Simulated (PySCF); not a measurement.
**Ni⁺: excitation energy**

Ni⁺ [Ar] 3d9 (2D) → Ni⁺ [Ar] 3d8 4s1 (4F), as a difference of total energies. Calculation: PySCF 2.14, in aug-cc-pVTZ; no relativity, point nucleus. Correlated levels: valence: [Ar] frozen. The calculations carry no spin-orbit coupling.

```tsv
method	excitation energy (cm⁻¹)	difference from reference (cm⁻¹)
UHF	-5604.8	-14357
MP2 (valence)	14497	+5745
SCS-MP2 (valence)	13662	+4911
CCSD (valence)	8441.0	-311
CCSD(T) (valence)	9658.0	+906
```

Reference: 8751.8 cm⁻¹ (measured; NIST levels, between the centres of gravity of the two terms).

These non-relativistic numbers lack the scalar-relativistic shift.

Errors of the correlated levels include the incompleteness of this basis and the frozen core.
